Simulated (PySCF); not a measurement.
Electronic absorption of C7H9BO2S

C7H9BO2S.
SMILES: `B1OCC[C@H](c2cccs2)O1`

Computed with TDDFT CAM-B3LYP/def2-SVPD, vertical, gas phase, core orbitals frozen in the response in PySCF. Isolated species at its PBE0-D3(BJ)/def2-SVP geometry (one conformer only).

Task: List the vertical singlet excitations with oscillator strengths and describe the spectrum.

Result: 

| state | λ (nm) | E (eV) | f | \|μ\| (D) | main configurations (H = HOMO, L = LUMO) |
| --- | --- | --- | --- | --- | --- |
| S1 | 222.5 | 5.57 | 0.142 | 2.59 | H→L (93%) |
| S2 | 211.3 | 5.87 | 0.087 | 1.98 | H-1→L (84%) |
| S3 | 204.0 | 6.08 | 0.0029 | 0.36 | H→L+2 (48%), H→L+1 (23%), H→L+5 (10%) |
| S4 | 196.5 | 6.31 | 0.0004 | 0.13 | H-1→L+2 (46%), H-1→L+1 (17%), H-1→L+5 (13%) |
| S5 | 189.3 | 6.55 | 0.0024 | 0.31 | H→L+2 (36%), H→L+1 (33%), H→L+5 (22%) |
| S6 | 177.2 | 7.00 | 0.0047 | 0.42 | H-1→L+2 (34%), H-1→L+1 (32%), H-1→L+5 (14%) |
| S7 | 175.7 | 7.06 | 0.0012 | 0.21 | H→L+3 (27%), H→L+5 (23%), H→L+6 (16%) |
| S8 | 170.8 | 7.26 | 0.026 | 0.97 | H→L+4 (42%), H→L+8 (23%) |
| S9 | 169.9 | 7.30 | 0.041 | 1.22 | H→L+3 (26%), H→L+4 (20%), H→L+7 (14%) |
| S10 | 164.7 | 7.53 | 0.0077 | 0.52 | H-1→L+3 (27%), H-1→L+5 (24%), H-1→L+6 (14%) |

Triplets, Tamm–Dancoff:

```
state  E (eV)  λ (nm)  main configurations (H = HOMO, L = LUMO)
   T1    3.65   340.1                                 H→L (86%)
   T2    4.59   270.1                               H-1→L (85%)
   T3    5.83   212.5     H→L+2 (42%), H→L+1 (17%), H→L+5 (12%)
   T4    5.85   212.1    H→L+9 (33%), H→L+10 (23%), H→L+8 (14%)
```

The lowest singlet lies at 5.57 eV (223 nm, ultraviolet) and is of moderate strength; its leading configuration is HOMO→LUMO (93%). The lowest level is also the most intense of those listed (f = 0.142). Löwdin shares by element: HOMO carbon 80% or more (atoms not listed hold the other 20%); LUMO carbon 47% or more, sulfur 22% (atoms not listed hold the other 31%). Orbital energies (eV): HOMO-3 -10.41, HOMO-2 -10.08, HOMO-1 -8.58, HOMO -8.04, LUMO 0.43, LUMO+1 0.90, LUMO+2 1.18. The oscillator strengths of these states sum to 0.316; summed over the whole spectrum of an exact calculation they would give the number of electrons, 88 (Thomas–Reiche–Kuhn). Weighted by f, the mean energy of these states is 6.11 eV. Only the lowest 10 singlets were computed, as vertical energies without vibronic structure.
